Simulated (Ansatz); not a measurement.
GeSiH8S, singlet: at the end structure of a reaction step.

in.yaml

```yaml
crystal:
  periodic: [false, false, false]
  atoms:
    - {symbol: Ge, position_ang: [-1.230975, 1.606545, -0.532805]}
    - {symbol: Si, position_ang: [0.851216, -1.969346, 0.859849]}
    - {symbol: H, position_ang: [-1.972166, 1.862420, -1.854020]}
    - {symbol: H, position_ang: [-1.871513, 2.399605, 0.611477]}
    - {symbol: H, position_ang: [-1.240173, 0.102148, -0.217731]}
    - {symbol: H, position_ang: [1.594562, -0.705510, 0.631961]}
    - {symbol: S, position_ang: [0.857766, 2.358260, -0.653167]}
    - {symbol: H, position_ang: [-0.223090, -1.743021, 1.859764]}
    - {symbol: H, position_ang: [0.243844, -2.424677, -0.417434]}
    - {symbol: H, position_ang: [1.778944, -3.015442, 1.360708]}
    - {symbol: H, position_ang: [1.211585, 1.529119, -1.648503]}
basis:
  gaussian: {orbitals: def2-TZVPP}
correlation: {method: ccsd_t}
```

Launched with

```bash
ansatz run in.yaml --threads 4 --pin off --events-out ev --progress --plain --max-ram 9574MiB
```

Output of Ansatz 0.2.0:

```
Functional definition: HF
  name "HF"
  cite "Fock, Z. Phys. 61, 126 (1930) doi:10.1007/BF01340294"
  parent pbe
  exchange = exact_x
  correlation = 0
1397 factors; integrals over basis functions are off by at most 1.0e-3 eV
mean field evaluation 1: about -75278.7888 eV, gradient 1.8e1 eV
mean field evaluation 2: about -75278.9439 eV, gradient 1.9e1 eV
mean field evaluation 4: about -75280.6271 eV, gradient 3.6e0 eV
mean field evaluation 8: about -75280.6587 eV, gradient 2.1e-1 eV
mean field evaluation 16: about -75278.7889 eV, gradient 1.8e1 eV
mean field -75280.65895980 eV, -2766.5131897092 hartree, gradient 1.8e-6 eV, S^2 0.000000; 0 other end points of the search recorded, 0 dependent functions left out
19 core orbitals not correlated: weight in the atoms' cores, before any rotation towards them, 1.000 or more for the frozen orbitals, at most 0.000 for the correlated occupied ones
reference -75280.65895980 eV, -2766.5131897092 hartree; 16, 16 occupied and 209, 209 virtual orbitals, 1397 factors
second order -16.13950556 eV of doubles, -0.00000000 eV of singles
cycle   1  -17.11952874 eV  change   -9.8e-1 eV  update   1.0e-1
cycle   2  -17.75547938 eV  change   -6.4e-1 eV  update   3.1e-2
cycle   3  -17.81226588 eV  change   -5.7e-2 eV  update   1.2e-2
cycle   4  -17.80728222 eV  change    5.0e-3 eV  update   3.2e-3
cycle   5  -17.80627412 eV  change    1.0e-3 eV  update   8.8e-4
cycle   6  -17.80589267 eV  change    3.8e-4 eV  update   2.7e-4
cycle   7  -17.80592039 eV  change   -2.8e-5 eV  update   7.4e-5
cycle   8  -17.80594664 eV  change   -2.6e-5 eV  update   2.6e-5
perturbative correction -0.60799871 eV, -0.0223435404 hartree
Total energy: -75299.07290514 eV, -2767.1898897191 hartree
```

The lines “mean field evaluation” count trial sets of orbitals through the whole run, from several starts and some on an approximate energy, so they need not fall steadily or lie above the final value.

Hardware: 4 CPU threads of an Arm Neoverse V1, shared host. Wall time 2.5 min; peak host memory 4.4 GiB.
